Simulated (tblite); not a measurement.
C6H5N2P.
SMILES with atom numbers: `[CH3:1][c:2]1[p:3][cH:4][cH:5][n:6][c:7]1[C:8]#[N:9]` (hydrogens: H10, H11, H12 on C1; H13 on C4; H14 on C5)

Computed with GFN2-xTB (tblite), gas phase: L-BFGS steps from a force-field or distance-geometry start until the largest atomic force falls under 0.01 eV/Å.

Geometry at step 0:
```
atom  x, y, z in Å
C1     -1.9018   -1.0144    0.1991
C2     -0.5024   -0.5030    0.1260
P3      0.8681   -1.6897    0.6560
C4      2.3118   -0.5903    0.3797
C5      2.1804    0.7003   -0.0670
N6      1.0487    1.3852   -0.4038
C7     -0.1761    0.7975   -0.2959
C8     -1.2383    1.6893   -0.6817
N9     -2.1284    2.3644   -0.9925
H10    -1.9688   -2.0469    0.5600
H11    -2.5047   -0.3995    0.8857
H12    -2.3732   -0.9860   -0.7922
H13     3.2909   -1.0003    0.6163
H14     3.0931    1.2931   -0.2117
```

**Question.** Give the atomic forces at this geometry.

**Answer.** 
```json
{"atom": "C1", "Fx (eV/Å)": "-0.319", "Fy (eV/Å)": "0.052", "Fz (eV/Å)": "0.045"}
{"atom": "C2", "Fx (eV/Å)": "2.203", "Fy (eV/Å)": "-1.004", "Fz (eV/Å)": "0.587"}
{"atom": "P3", "Fx (eV/Å)": "-0.146", "Fy (eV/Å)": "3.064", "Fz (eV/Å)": "-1.130"}
{"atom": "C4", "Fx (eV/Å)": "-1.949", "Fy (eV/Å)": "-1.277", "Fz (eV/Å)": "0.404"}
{"atom": "C5", "Fx (eV/Å)": "-1.209", "Fy (eV/Å)": "1.150", "Fz (eV/Å)": "-0.647"}
{"atom": "N6", "Fx (eV/Å)": "0.479", "Fy (eV/Å)": "-1.950", "Fz (eV/Å)": "0.777"}
{"atom": "C7", "Fx (eV/Å)": "0.823", "Fy (eV/Å)": "0.252", "Fz (eV/Å)": "-0.011"}
{"atom": "C8", "Fx (eV/Å)": "-1.103", "Fy (eV/Å)": "0.480", "Fz (eV/Å)": "-0.319"}
{"atom": "N9", "Fx (eV/Å)": "1.392", "Fy (eV/Å)": "-1.011", "Fz (eV/Å)": "0.491"}
{"atom": "H10", "Fx (eV/Å)": "0.289", "Fy (eV/Å)": "0.185", "Fz (eV/Å)": "-0.067"}
{"atom": "H11", "Fx (eV/Å)": "0.158", "Fy (eV/Å)": "-0.055", "Fz (eV/Å)": "-0.302"}
{"atom": "H12", "Fx (eV/Å)": "0.059", "Fy (eV/Å)": "0.125", "Fz (eV/Å)": "0.212"}
{"atom": "H13", "Fx (eV/Å)": "-0.271", "Fy (eV/Å)": "0.108", "Fz (eV/Å)": "-0.090"}
{"atom": "H14", "Fx (eV/Å)": "-0.406", "Fy (eV/Å)": "-0.120", "Fz (eV/Å)": "0.050"}
```

The largest, 3.27 eV/Å, acts on P3; the rms over all components is 0.932 eV/Å. The forces sum to zero within rounding, as they must for an isolated molecule in no field.

**Question.** Give the force on P3 in Eh/bohr and in nN.

**Answer.** 3.269 eV/Å ÷ 51.422 = 0.06357 Eh/bohr, and 3.269 eV/Å × 1.602 = 5.24 nN.

**Question.** How far is this geometry from the end of the optimisation?

**Answer.** 0.502 eV above it, and 0.077 Å rms away after alignment. The bonds farthest from their final lengths, with half the difference of the two atoms' forces along the bond (positive lengthens):

```csv
bond,now (Å),final (Å),force along bond (eV/Å)
C2–P3,1.889,1.748,-2.37
P3–C4,1.836,1.733,-2.12
C5–N6,1.365,1.315,-1.65
N6–C7,1.363,1.330,-0.66
C8≡N9,1.160,1.145,-1.50
C5–H14,1.098,1.085,-0.06
```

The angle farthest from its final value is C1–C2–C7, 123.3° against 120.1°.

Of the 6 listed bonds off by 0.010 Å or more, this force points towards the final length in 6.

What follows is the cost of the whole relaxation. Time: 0.36 s wall. Hardware: an Arm Neoverse N1 with one thread, shared host with 64 logical CPUs at a one-minute load of 61.
